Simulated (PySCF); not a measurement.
CH₃OS, SMILES C[S]=O, multiplicity 2. The structure is a stationary point at ωB97X-D3(BJ)/def2-TZVP. The isomer is the one that the SMILES or the coordinates give; other isomers of the formula were not compared.

Computed equilibrium geometry at ωB97X-D3(BJ)/def2-TZVP (PySCF confirms it by a frequency run) as bond lengths and angles, and its point group:
point group Cs.
Atoms: C1 S2 O3 H4 H5 H6. Bonded distances (Å): C1–S2 1.795, C1–H4 1.091, C1–H5 1.092, C1–H6 1.091, S2–O3 1.493. Angles (°): S2–C1–H4 109.3, S2–C1–H5 108.0, S2–C1–H6 109.3, H4–C1–H5 110.1, H4–C1–H6 109.9, H5–C1–H6 110.1, C1–S2–O3 106.1.
Charge 0, spin multiplicity 2.
